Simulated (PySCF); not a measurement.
## Dipole polarisabilities along the alkali metals, charge +1

Calculated with PySCF 2.14 for the ground configurations, without spin-orbit coupling: coupled response for Hartree-Fock and DFT. Mean α in bohr³, C₆ of like pairs in atomic units.

| species | α UHF | α PBE | α PBE0 | C₆ UHF | C₆ PBE | C₆ PBE0 |
| --- | --- | --- | --- | --- | --- | --- |
| Li+ 1s2 (x2c-QZVPPall with one added diffuse shell each of s, p type, spin-free X2C) | 0.1882 | 0.2070 | 0.2014 | 0.07393 | 0.08447 | 0.08131 |
| K+ [Ar] (x2c-QZVPPall with one added diffuse shell each of s, p, d, f type, spin-free X2C) | 5.379 | 5.631 | 5.521 | 22.57 | 23.87 | 23.30 |
| Rb+ [Kr] (x2c-QZVPPall with one added diffuse shell each of s, p, d, f, g type, spin-free X2C) | 8.990 | 9.421 | 9.218 | 53.49 | 56.51 | 55.05 |

These bases were built for valence shells and polarise a noble-gas core incompletely.
